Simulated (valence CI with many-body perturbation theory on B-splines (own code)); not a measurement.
**Cu¹⁵⁺: key properties**

Method: relativistic CI+MBPT: four valence electrons over a frozen Dirac-Fock core [Ne], a basis of 9 s, 9 p, 8 d, 6 f, 3 g, 1 h functions for each j, with the one-electron correlation potential Σ1 (screened to all orders), the two-electron term Σ2, the three-electron term Σ3, Breit, model QED; selected single and double excitations, second order for the rest, scaled by the run's own slope (own B-spline code, finite nucleus).

No measured spectrum was set against this ion. As an estimate, levels of excited configurations hold to 0.05 to 0.15 % of their energy, terms of the ground configuration to about 0.5 %.

Rates and lifetimes use the calculated energies. Strong lines usually hold to 10 to 20 %, long lifetimes can be off by a factor of two.

What is the ground level?

3s2.3p2 3P_0, composition 91 % 3s2.3p2 3P + 6 % 3s2.3p2 1S.

Name the longest-lived excited levels whose lifetime is computed, and their main decay.

3s2.3p2 3P_2 at 32782 cm⁻¹ lives 31.4 ms, mostly by M1 to 3s2.3p2 3P_1; 3s2.3p2 3P_1 at 18586 cm⁻¹ lives 9.21 ms, mostly by M1 to 3s2.3p2 3P_0; 3s2.3p2 1D_2 at 72167 cm⁻¹ lives 1.35 ms, mostly by M1 to 3s2.3p2 3P_1. The lifetime of 3s2.3p.3d 3F°_4 is too uncertain to give, and may be longer.

How well does LS coupling describe the low levels?

Among the lowest 20 levels the leading LS term, summed over configurations, holds 86 % on average. For single configurations the figures are 79 % in LS and 68 % in jj coupling. Terms mix most in the J = 2 level at 591760 cm⁻¹, where the leading one holds 52 %.

What is the ionisation energy?

517.99 eV; NIST lists 518.7 ± 1.2 eV (semi-empirical).

What are the static dipole polarisabilities of the lowest levels?

3s2.3p2 3P_0 0.202; 3s2.3p2 3P_1 0.205 (tensor 0.0087); 3s2.3p2 3P_2 0.206 (tensor -0.0084); 3s2.3p2 1D_2 0.206 (tensor 0.027) bohr³, of which the core gives 0.00332.

How is the term 3P of the ground level split?

J = 0 at 0, J = 1 at 18586, J = 2 at 32782 cm⁻¹.

Among levels below 809690 cm⁻¹, which E1 lines absorb most strongly from the ground level?

to 3s2.3p.3d 3D°_1 at 16.60 nm, f = 0.798; to 3s.3p3 3S°_1 at 19.56 nm, f = 0.153; to 3s.3p3 3D°_1 at 27.71 nm, f = 0.0805.
